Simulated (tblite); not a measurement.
Compound: C4H6NSi (doublet state).
Bonds: C1–C2 (triple), C2–Si3, Si3–C4, C4–C5, C5–N6 (double). Hydrogens: H7 on C1; H8, H9 on Si3; H10, H11 on C4; H12 on C5.

The geometry is computed with GFN2-xTB (gas phase). This method treats the open shell by occupation alone, without spin polarisation.

(1) What internal coordinates does the optimisation give?

## Answers

(1) 
```json
{"bond": "C1≡C2", "length (bohr)": "2.273"}
{"bond": "C2–Si3", "length (bohr)": "3.497"}
{"bond": "Si3–C4", "length (bohr)": "3.623"}
{"bond": "C4–C5", "length (bohr)": "2.839"}
{"bond": "C5=N6", "length (bohr)": "2.306"}
{"bond": "C1–H7", "length (bohr)": "1.989"}
{"bond": "Si3–H8, Si3–H9", "length (bohr)": "2.768"}
{"bond": "C4–H10, C4–H11", "length (bohr)": "2.059"}
{"bond": "C5–H12", "length (bohr)": "2.082"}
```

Bonds in one row agree within 0.02 bohr and their mean is given. A selection of angles:
```json
{"angle": "C2–C1–H7", "degrees": "179.7"}
{"angle": "C1–C2–Si3", "degrees": "179.0"}
{"angle": "C2–Si3–C4", "degrees": "105.9"}
{"angle": "C2–Si3–H8", "degrees": "109.4"}
{"angle": "C4–Si3–H8", "degrees": "107.9"}
{"angle": "C4–Si3–H9", "degrees": "110.4"}
{"angle": "H8–Si3–H9", "degrees": "113.2"}
{"angle": "Si3–C4–C5", "degrees": "109.6"}
{"angle": "Si3–C4–H10", "degrees": "110.6"}
{"angle": "Si3–C4–H11", "degrees": "110.0"}
{"angle": "C5–C4–H10", "degrees": "109.1"}
{"angle": "H10–C4–H11", "degrees": "108.7"}
{"angle": "C4–C5–N6", "degrees": "127.3"}
{"angle": "C4–C5–H12", "degrees": "111.7"}
{"angle": "N6–C5–H12", "degrees": "120.9"}
```

Dihedral angles: C2–Si3–C4–C5 60° (synclinal); Si3–C4–C5–N6 104° (anticlinal). The mirror-image conformer, all signs reversed, is as good.

Of the pairs four or more bonds apart, C2···H12 is among the closest relative to their van der Waals radii: 3.03 Å, 104 % of the sum of Bondi's values. Si3 (silicon bonded to 2 C and 2 H) is distorted tetrahedral (angles from 105.9° to 113.2°). The 2 C–Si bonds span 1.850 Å (C2–Si3, drawn single) to 1.917 Å (Si3–C4, drawn single), a spread of 0.067 Å. C5 (carbon bonded to C, N and H) is planar (angles 127.3°, 120.9° and 111.7°, sum 360.0°, 0.01 Å off the plane of its three neighbours). The 2 C–C bonds span 1.203 Å (C1≡C2, drawn triple) to 1.503 Å (C4–C5, drawn single), a spread of 0.300 Å.

Point group: C1 (no symmetry element, even within 0.4 Å). Its GFN2-xTB frequencies are all real (lowest 44 cm⁻¹). 3 starts were optimised and ended at 0.00, 0.01 and 0.93 kcal/mol (GFN2-xTB); the lowest of these is shown.
